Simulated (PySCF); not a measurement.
In(Br)(OH)2 (BrH₂InO₂), SMILES [OH][In]([OH])[Br].

Geometry: B3LYP-D3(BJ)/def2-SVP. The def2 effective core potentials stand for the cores of In; spin–orbit coupling is left out. The values are those of a single conformer.

Calculation: C-PCM-M06-2X/def2-SVP (PySCF 2.14.0).

The values are the electrostatic part of the solvation free energy, E(continuum) − E(gas) at the gas-phase geometry, in a cavity of scaled van der Waals radii (PySCF's table); cavitation and dispersion terms are not included. A continuum can't describe solvent molecules that bind to the metal. In vacuum the orbital gap is 8.26 eV. The dipole moment in vacuum is 1.64 D.

Computed values in water (ε = 78.36), diethylether (ε = 4.24), methanol (ε = 32.61):
| solvent | ε | ΔG(elec) (kcal/mol) | dipole (D) | gap (eV) |
|---|---|---|---|---|
| water | 78.36 | -13.0 | 2.19 | 8.60 |
| diethylether | 4.24 | -9.8 | 2.04 | 8.52 |
| methanol | 32.61 | -12.7 | 2.17 | 8.60 |
